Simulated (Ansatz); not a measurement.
Harmonic frequencies (cm⁻¹) at PBE0-D4/def2-TZVP from Ansatz: 98, 210, 305, 432, 472, 474, 620, 2083, 2320.

Problem. Which molecule is it?
A. `[OH][Ga]([F])[F]`
B. `[OH][Ga]([F])[Cl]`
C. `[GaH3]`
D. `N#[C][GaH][Cl]`

Solution. D.
